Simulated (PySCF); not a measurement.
CH5FO2Si2, SMILES O=CO[Si@@H](F)[SiH3]. Geometry optimised at PBE-D3(BJ)/def2-SVP. The structure was generated by enumeration; whether it is a known compound was not checked. One conformer was computed; it need not be the lowest.

Computed equilibrium geometry at PBE-D3(BJ)/def2-SVP (PySCF confirms it by a frequency run) as a Z-matrix (one conformer of several):
```
Si
F 1 1.6383
O 1 1.7347 2 105.75
C 3 1.3470 1 121.78 2 -94.49
O 4 1.2129 3 125.50 1 -3.82
H 4 1.1194 5 124.08 3 179.41
H 1 1.4958 2 107.73 3 108.60
Si 1 2.3463 7 117.92 3 124.13
H 8 1.4982 1 110.26 7 161.16
H 8 1.5017 9 111.96 5 -65.19
H 8 1.5090 9 109.07 10 -119.97
```
